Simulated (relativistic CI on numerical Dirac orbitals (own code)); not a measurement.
How well does a small relativistic CI reproduce Cu²⁺?

Calculated at this level of theory: Dirac-Coulomb-Breit CI, KLI orbitals optimised for each configuration, model QED, valence Slater integrals scaled by 0.85, P86 correlation estimate, and configurations built on the next ion tied to the tabulated ionisation energy (semi-empirical) (own radial code, finite nucleus).

Configuration list (outside the closed core [Ar]): 3d⁹, 3d⁸4s, 3d⁸4p, 3d⁸4d, 3d⁸5s, 3d⁸4f, 3d⁷4s², 3d⁸5p, 3d⁷4s4p, 3d⁸5d, 3d⁸5f, 3d⁸5g, 3d⁷4p², 3d⁷4s5s. Levels of other configurations are missing.

```tsv
Configuration	Term (tabulated)	J	Measured (cm⁻¹)	Computed	Error	Purity (%)
3d⁹	2D	5/2	0.0	0	0	100
3d⁹	2D	3/2	2071.7	1983	-89	100
3d⁸4s	4F	9/2	60805.2	66787	5982	100
3d⁸4s	4F	7/2	62065.1	68023	5958	98
3d⁸4s	4F	5/2	63148.8	69070	5921	99
3d⁸4s	4F	3/2	63886.5	69795	5909	99
3d⁸4s	2F	7/2	67016.7	73239	6222	97
3d⁸4s	2D	5/2	77968.2	84661	6692	59
3d⁸4s	2D	3/2	78780.0	85285	6505	86
3d⁸4s	4P	3/2	80305.7	87176	6870	90
3d⁸4s	4P †	1/2	80423.5	87377	6953	99
3d⁸4s	4P †	5/2	80552.1	87221	6669	60
3d⁸4s	2P	1/2	86133.7	93283	7149	99
3d⁸4s	2G	9/2	89018.3	94120	5101	100
3d⁸4s	2G	7/2	89046.7	94151	5104	100
3d⁸4p	4D°	7/2	118884.9	123328	4443	96
3d⁸4p	4D°	5/2	120577.9	124969	4391	95
3d⁸4p	4G°	9/2	121337.7	125770	4433	63
3d⁸4p	4G°	11/2	121699.1	125958	4259	100
3d⁸4p	4D°	3/2	121864.5	126206	4341	97
3d⁸4p	4G°	7/2	122504.1	126854	4350	77
3d⁸4p	4D°	1/2	122837.3	126953	4116	99
3d⁸4s	2S	1/2	122860.8	129678	6817	99
3d⁸4p	4G°	5/2	123440.7	127762	4321	91
3d⁸4p	4F°	9/2	123550.4	127629	4079	80
3d⁸4p	4F°	5/2	125382.1	129433	4051	84
3d⁸4p	4F°	3/2	125744.8	129824	4079	93
3d⁸4p	2G°	7/2	126094.1	130510	4416	79
3d⁸4p	2F°	7/2	126829.8	131220	4390	76
3d⁸4p	2F°	5/2	128079.9	133108	5029	73
3d⁸4p	2D°	3/2	128435.6	133145	4709	94
3d⁸4p	4P°	3/2	136483.6	141690	5206	69
3d⁸4p	4P°	5/2	136607.9	141783	5175	66
3d⁸4p	4P°	1/2	137041.6	142276	5234	82
3d⁸4p	2F°	5/2	138085.0	142851	4766	82
3d⁸4p	2F°	7/2	138982.9	143532	4549	90
3d⁸4p	2D°	3/2	138989.0	143989	5000	67
3d⁸4p	2P°	1/2	139261.5	143957	4695	81
3d⁸4p	2D°	5/2	139757.5	144690	4933	76
3d⁸4p	2P°	3/2	140201.7	144774	4572	69
3d⁸4p	4D°	5/2	142427.1	147365	4938	84
3d⁸4p	4D°	3/2	142513.2	147428	4915	94
3d⁸4p	4D° †	1/2	142550.8	147445	4894	98
3d⁸4p	4D° †	7/2	142820.0	147551	4731	89
3d⁸4p	2D°	5/2	144195.4	149435	5240	86
3d⁸4p	2D°	3/2	144876.3	150264	5388	80
3d⁸4p	2P°	3/2	145353.8	150746	5392	78
3d⁸4p	2H°	9/2	146534.5	150051	3516	99
3d⁸4p	2P°	1/2	146675.3	151982	5307	90
3d⁸4p	2H°	11/2	147647.9	151016	3368	100
3d⁸4p	2S°	1/2	147653.4	152786	5133	90
3d⁸4p	4S°	3/2	147806.7	152358	4552	95
3d⁸4p	2F°	7/2	147817.3	151499	3682	97
3d⁸4p	2F°	5/2	148663.9	152230	3566	98
3d⁸4p	2G°	7/2	153609.9	156582	2972	98
3d⁸4p	2G°	9/2	153808.2	156751	2943	99
3d⁷4s²	4F	9/2	166159.4	157370	-8789	96
3d⁷4s²	4F	7/2	167739.1	158922	-8817	96
3d⁷4s²	4F	5/2	168857.0	160021	-8836	96
3d⁷4s²	4F	3/2	169608.3	160761	-8848	96
3d⁸4p	2P°	1/2	182900.1	188091	5191	99
```

Measured levels from Sugar and Musgrove, J. Phys. Chem. Ref. Data 19, 527 (1990); pairs were made by configuration, J and term (by order where the table uses no LS term), so strongly mixed levels may be paired wrongly. Some J values or terms of the table were assigned by a fit.

Mean error by configuration (cm⁻¹): 3d⁹ -89; 3d⁸4s 6186; 3d⁸4p 4504; 3d⁷4s² -8822. Over the excited levels the mean absolute error is 5094 cm⁻¹ (60 of the 60 excited levels that our extract of the source holds in range could be paired), and the median relative error of those above 1,000 cm⁻¹ is 3.6 %. † marks terms whose computed intervals miss the measured ones by more than a factor of 2.5, or configurations far off the rest, from wrong mixing, a near crossing or a doubtful label or measurement; they are left out of the means.
